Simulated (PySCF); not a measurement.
# Dipole response of Ti (titanium, neutral)

[Ar] 3d2 4s2, high-spin 3F determinant. All numbers are calculated (PySCF 2.14, the spin-free X2C one-electron Hamiltonian (Gaussian nucleus), in aug-cc-pwCVTZ-DK). Coupled (time-dependent) response in atomic units; α is the mean over directions.

| method | mean α (bohr³) | C₆ (like pair) | S(−4) |
| --- | --- | --- | --- |
| B97-3 | 107.9 | 1267 | 5979 |

S(−4) is the Cauchy moment in α(ω) = α(0) + S(−4) ω² + …

Reference α: 87 ± 10 bohr³ (recommended; Schwerdtfeger and Nagle, table of static dipole polarizabilities (2023 update)). Published C₆: 1044 (Chu and Dalgarno (2004); Tang, Norbeck and Certain (1976)).

α(iu) at B97-3:

```csv
u (hartree),α(iu) (bohr³)
0,107.9
0.0500,95.07
0.100,71.01
0.200,37.16
0.300,21.95
0.500,10.68
0.750,6.077
1.00,4.122
1.50,2.384
2.00,1.588
3.00,0.8614
5.00,0.3759
```
